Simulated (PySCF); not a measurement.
NbBr₃, SMILES [Br][Nb]([Br])[Br] (connectivity only; charge and spin as stated), neutral, multiplicity 3.

Geometry optimised at B3LYP-D3(BJ)/def2-SVP. The multiplicity is an assumed one; other spin states were not compared. The def2 effective core potentials stand for the cores of Nb; spin–orbit coupling is left out.

Two levels are set side by side: PBE/def2-TZVP (PySCF) and PBE0/def2-TZVP (PySCF). Same geometry, gas phase. Differences are taken from unrounded values.

```tsv
quantity	PBE0	PBE	PBE minus PBE0
α-spin orbital gap (eV)	2.68	0.27	-2.41
β-spin orbital gap (eV)	5.85	3.75	-2.10
dipole moment (D)	0.96	0.90	-0.06
mean polarisability (bohr³)	112.2	119.0	6.8
```

Loosely held outer electrons make PBE densities more polarisable. Differences between two approximate levels are no errors against the true value.

Rough cost on one machine, each run with all the roots and properties that it gave: PBE0 against PBE within a factor of 2.
